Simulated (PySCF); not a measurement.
# Telling isomers of C5H9NOSi apart by NMR

Computed data (PySCF 2.14): structure optimised with GFN2-xTB, shieldings: GIAO PBE0/pcSseg-1. Relativity neglected, isolated molecule, one conformer, rapidly exchanging positions averaged.

Referencing at the same level of theory: $^{1}$H and $^{13}$C against TMS. Where no couplings were computed, multiplicities follow the n + 1 count of equivalent neighbours, and m marks all less simple cases (inequivalent or close neighbours, rings, F or P nearby). Acid and N–H amide carbonyl carbons lie up to 10 ppm further downfield in solution (hydrogen bonding). Shifts are as computed. Against solution values, carbons near 30 ppm lie about +3 ppm off and those near 130 ppm about +5 ppm. Of 1309 compounds with measured shifts, 239 miss one by over three times the rms of a fit or turn the order of signals round; such compounds aren't used in these exercises. Groups on amide-type nitrogens are kept apart (slow C–N rotation). OH and NH positions are gas-phase values without hydrogen bonding to other molecules.

(1) Tabulate the signals of `C=C1CN[Si@H]1C(C)=O`, `N#C[SiH]1CCOCC1`, `CC(=O)[Si@@H]1C=CCN1`, `NC(=O)C1=C[C@@H]([SiH3])C1`, `N#C[C@@H]1C[SiH2]CCO1` and their relative energies.

(2) What is the quickest way to tell NC(=O)C1=C[C@@H]([SiH3])C1 from N#C[C@@H]1C[SiH2]CCO1?

(3) What is the quickest way to tell N#C[SiH]1CCOCC1 from CC(=O)[Si@@H]1C=CCN1?

(4) What is the quickest way to tell C=C1CN[Si@H]1C(C)=O from CC(=O)[Si@@H]1C=CCN1?

Answers

(1) 
| SMILES | carbon types | δC | δH | E rel. (kcal/mol) |
| --- | --- | --- | --- | --- |
| C=C1CN[Si@H]1C(C)=O | 2×C 2×CH2 1×CH3 | 245.4, 160.6, 130.0, 60.2, 39.3 | 5.96 (br s, 1H), 5.78 (br s, 1H), 5.31 (s, 1H), 4.74 (m, 1H), 4.58 (m, 1H), 2.71 (s, 3H), 0.74 (br s, 1H) | 22.3 |
| N#C[SiH]1CCOCC1 | 1×C 4×CH2 | 125.8, 70.4, 13.3 | 4.62 (m, 1H), 4.56 (m, 2H), 3.71 (m, 2H), 1.17 (m, 2H), 0.75 (m, 2H) | 0.0 |
| CC(=O)[Si@@H]1C=CCN1 | 1×C 2×CH 1×CH2 1×CH3 | 247.8, 158.9, 131.5, 58.5, 39.1 | 7.36 (m, 1H), 6.18 (m, 1H), 5.03 (m, 1H), 4.37 (m, 1H), 4.30 (m, 1H), 2.52 (s, 3H), 0.70 (br s, 1H) | 0.9 |
| NC(=O)C1=C[C@@H]([SiH3])C1 | 2×C 2×CH 1×CH2 | 162.5, 157.9, 143.7, 33.6, 25.5 | 7.18 (d, 1H), 4.95 (br, 1H), 4.43 (br, 1H), 3.89 (d, 3H), 2.87 (m, 1H), 2.43 (m, 1H), 2.31 (m, 1H) | 20.4 |
| N#C[C@@H]1C[SiH2]CCO1 | 1×C 1×CH 3×CH2 | 123.8, 71.5, 67.6, 17.4, 10.4 | 4.67 (m, 1H), 4.28 (m, 1H), 4.28 (m, 1H), 3.98 (m, 1H), 3.53 (m, 1H), 1.46 (m, 1H), 1.22 (m, 1H), 0.98 (m, 1H), 0.54 (m, 1H) | 14.8 |

Energies are electronic energies at PBE0/pcSseg-1 on these geometries, without zero-point or thermal terms, each for the one conformer computed, which needn't be the lowest.

(2) Both give the same number of carbon signals, but DEPT or the intensities differ. The first has a β carbon of a C=C–C=O unit (CH) at 157.9 ppm, the second an sp3 CH bonded to O, α to a nitrile at 67.6 ppm. Their most deshielded carbons lie at 162.5 and 123.8 ppm. In the proton spectra the most deshielded non-exchanging signals are 7.18 (d, 1H) and 4.67 (m, 1H).

(3) Count the carbon signals: 3 against 5. The first has a nitrile carbon (C) at 125.8 ppm, the second a carbonyl carbon (C) at 247.8 ppm. In the proton spectra the most deshielded non-exchanging signals are 4.62 (m, 1H) and 7.36 (m, 1H).

(4) Both give the same number of carbon signals, but DEPT or the intensities differ. The first has a fully substituted alkene carbon (C) at 160.6 ppm, the second an alkene CH at 158.9 ppm. Their most deshielded carbons lie at 245.4 and 247.8 ppm. In the proton spectra the most deshielded non-exchanging signals are 5.96 (br s, 1H) and 7.36 (m, 1H).
